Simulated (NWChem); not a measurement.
System: C₄H₇N; SMILES C(CC)C#N

```xyz
12

C      0.0046     2.3133     0.0000
C     -0.5289     0.8786     0.0000
C      0.6154    -0.1578     0.0000
C      0.1291    -1.5410     0.0000
N     -0.2758    -2.6289     0.0000
H     -0.8194     3.0345     0.0000
H      0.6203     2.5103     0.8859
H      0.6203     2.5103    -0.8859
H     -1.1618     0.7097    -0.8790
H     -1.1618     0.7097     0.8790
H      1.2557    -0.0152     0.8801
H      1.2557    -0.0152    -0.8801
```
Atoms are numbered in this order, from 1.

Computed with NWChem. Geometry: optimised at B3LYP/6-31G* (spherical d). Total energies of different functionals are on different scales.

| level | energy (Ha) | highest occupied level (eV) | orbital gap (eV) | dipole (D) |
|---|---|---|---|---|
| PBE/def2-TZVP | -211.1754 | -7.87 | 7.45 | 4.20 |
| B3LYP/def2-TZVP | -211.4665 | -8.97 | 9.17 | 4.26 |
| Hartree-Fock/def2-TZVP | -210.0725 | (withheld) | (withheld) | (withheld) |
| CAM-B3LYP/def2-TZVP | -211.3420 | -10.64 | 11.99 | 4.30 |
| PBE0/def2-TZVP | -211.1973 | -9.21 | 9.73 | 4.28 |

Task: Fill in the missing entries.

Result: 
- Hartree-Fock/def2-TZVP, highest occupied level (eV): -12.28
- Hartree-Fock/def2-TZVP, orbital gap (eV): 15.43
- Hartree-Fock/def2-TZVP, dipole (D): 4.50
